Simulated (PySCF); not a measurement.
C2H5ClOSi.

```xyz
10

C      0.6051     3.1111     0.0000
C     -0.2404     2.0802     0.0000
O      0.1829     0.7851     0.0000
Si    -0.7524    -0.5951     0.0000
Cl     0.5579    -2.1825     0.0000
H      1.6856     2.9522     0.0000
H      0.2172     4.1304     0.0000
H     -1.3287     2.2321     0.0000
H     -1.5881    -0.6551     1.2259
H     -1.5881    -0.6551    -1.2259
```
Charge 0, spin multiplicity 1.

Coordinates come from a B3LYP-D3(BJ)/def2-SVP optimisation. A frequency run showed that this geometry is not a minimum. This is a generated structure with no PubChem entry under its InChIKey; it may be hypothetical. One conformer was computed; it need not be the lowest.

Method: PySCF with PBE0/pcSseg-1. Non-relativistic, no solvent.

Task: Give the absolute GIAO shielding of each atom: isotropic value and principal components (ppm). (The exact figures need the calculation; the answer reports its results.)

Result: 
```json
[
 {"atom": "C1", "σ(iso)": "80.6", "σ11": "-27.8", "σ22": "111.3", "σ33": "158.2", "span": "186.0"},
 {"atom": "C2", "σ(iso)": "34.3", "σ11": "-76.4", "σ22": "69.4", "σ33": "109.8", "span": "186.2"},
 {"atom": "O3", "σ(iso)": "208.9", "σ11": "130.0", "σ22": "242.0", "σ33": "254.5", "span": "124.5"},
 {"atom": "Si4", "σ(iso)": "358.8", "σ11": "327.4", "σ22": "355.7", "σ33": "393.2", "span": "65.8"},
 {"atom": "Cl5", "σ(iso)": "928.1", "σ11": "766.3", "σ22": "994.4", "σ33": "1023.5", "span": "257.2"},
 {"atom": "H6", "σ(iso)": "26.2", "σ11": "23.3", "σ22": "24.7", "σ33": "30.6", "span": "7.3"},
 {"atom": "H7", "σ(iso)": "26.6", "σ11": "24.5", "σ22": "25.8", "σ33": "29.6", "span": "5.2"},
 {"atom": "H8", "σ(iso)": "24.8", "σ11": "21.5", "σ22": "24.7", "σ33": "28.2", "span": "6.7"},
 {"atom": "H9", "σ(iso)": "25.9", "σ11": "22.2", "σ22": "24.4", "σ33": "31.1", "span": "8.9"},
 {"atom": "H10", "σ(iso)": "25.9", "σ11": "22.2", "σ22": "24.4", "σ33": "31.1", "span": "8.9"}
]
```
